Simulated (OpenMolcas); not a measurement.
A run on Cu3+ with 6 ligands (water) in octahedral coordination (Th) at 1.9 Å. Ligand basis ANO-RCC-VDZP.

```yaml
Program: OpenMolcas
Method: "SS-CASPT2, IPEA 0.25 Eh, imaginary shift 0.1 Eh (closed shells correlated: 3s 3p and the ligand valence shells)"
Basis: ANO-RCC-VTZP [6s5p3d2f1g]
Scalar_Hamiltonian: DKH2, point nucleus
Active_space: 8 electrons in 5 orbitals (3d)
State_averaging: 2S+1 = 3 even, 10 roots; 2S+1 = 1 even, 15 roots
Spin-orbit_coupling: RASSI with atomic mean-field integrals over the reference wave functions
```

First CASPT2 step and the start of its output:

```
&CASPT2
Multistate=10 1 2 3 4 5 6 7 8 9 10
NoMult
Frozen=5 6
IPEA=0.25
Imaginary=0.1
MaxIter=60
WThr=0.0 0.3 0.05
PrWF=0.5
NoMix
```

```
--- CASPT2 ---
Orbital specifications:
      -----------------------

      Symmetry species                           1   2
                                                ag  au
      Frozen orbitals                            5   6
      Inactive orbitals                         13  15
      Active orbitals                            5   0
      Secondary orbitals                        79  80
      Deleted orbitals                           0   0
      Number of basis functions                102 101
Type of calculation                        SS-CASPT2
      Fock operator                              state-specific
      IPEA shift                                 0.25
      Real shift                                 0.00
      Imaginary shift                            0.10
      The input orbitals will be transformed to quasi-canonical
Reference energy:       -2108.6892637710
      E2 (Non-variational):      -2.0290658515
      Shift correction:          -0.0012610366
      E2 (Variational):          -2.0303268881
      Total energy:           -2110.7195906591
      Residual norm:              0.0000004754
      Reference weight:           0.70008
      Contributions to the CASPT2 correlation energy
      Active & Virtual Only:         -0.2452887542
      One Inactive Excited:          -0.3949161356
      Two Inactive Excited:          -1.3888609617
Reference energy:       -2108.6353548625
      E2 (Non-variational):      -2.0034207235
      Shift correction:          -0.0015247165
      E2 (Variational):          -2.0049454400
      Total energy:           -2110.6403003025
      Residual norm:              0.0000002526
      Reference weight:           0.70226
      Contributions to the CASPT2 correlation energy
      Active & Virtual Only:         -0.2403323008
...
```

Over all roots the printed reference weights run from 0.07 to 0.70, and roots that are degenerate in the reference spread by up to 240000 cm-1.

**Question.** Did the run give usable levels, and if not, why?

**Answer.** No. The equations converged, but the reference weight falls to 0.07 for at least one root against 0.70 for the best. A drop of that size marks an intruder state, so the energies of such roots and the levels built on them can't be trusted.
